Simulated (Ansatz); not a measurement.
C2HF5, charge +1, doublet, at a GFN2-xTB geometry (a state made from the parent by changing its charge; the spin is typed, not shown lowest); PBE/STO-3G (Ansatz, a quantum-chemistry and plane-wave program).

Here is a job for Ansatz.
Ansatz 0.2 input:
```yaml
crystal:
  periodic: [false, false, false]
  atoms:
    - {symbol: F, position_ang: [1.23800956, -1.23601556, 0.52034499]}
    - {symbol: C, position_ang: [1.02696466, -0.18445344, -0.21020972]}
    - {symbol: F, position_ang: [1.57242578, 0.87660154, 0.30034638]}
    - {symbol: C, position_ang: [-0.71653643, 0.09712544, -0.15651253]}
    - {symbol: F, position_ang: [-0.98326730, 0.26981887, 1.09638611]}
    - {symbol: F, position_ang: [-0.91782864, 1.15425581, -0.87502986]}
    - {symbol: F, position_ang: [-1.25403533, -0.96967226, -0.65385338]}
    - {symbol: H, position_ang: [1.23969399, -0.33092755, -1.29341463]}
basis:
  gaussian:
    orbitals: STO-3G
    final_grid: {core_spheres: 14, valence_spheres: 28, degree: 59}
hamiltonian:
  xc: pbe
total_charge: 1
magnetization: {spin_polarized: true, initial_magnetization: 1}
```

### Question
Write the output that Ansatz gives for this input, abridged.

### Answer

```
Functional definition: PBE
540 factors; integrals over basis functions are off by at most 2.7e-5 eV
mean field evaluation 1: about -15425.7876 eV, gradient 2.0e1 eV
mean field evaluation 2: about -15421.5161 eV, gradient 3.7e1 eV
mean field evaluation 4: about -15428.1651 eV, gradient 1.5e0 eV
mean field evaluation 8: about -15428.0784 eV, gradient 2.7e-2 eV
mean field evaluation 16: about -15428.0784 eV, gradient 1.7e-5 eV
mean field -15428.07838649 eV, -566.9714231763 hartree, gradient 1.4e-5 eV, S^2 0.750284; 0 other end points of the search recorded, 0 dependent functions left out
reference -15428.07839751 eV, -566.9714235815 hartree; 29, 28 occupied and 7, 8 virtual orbitals, 540 factors
Total energy: -15428.07839751 eV, -566.9714235815 hartree
```
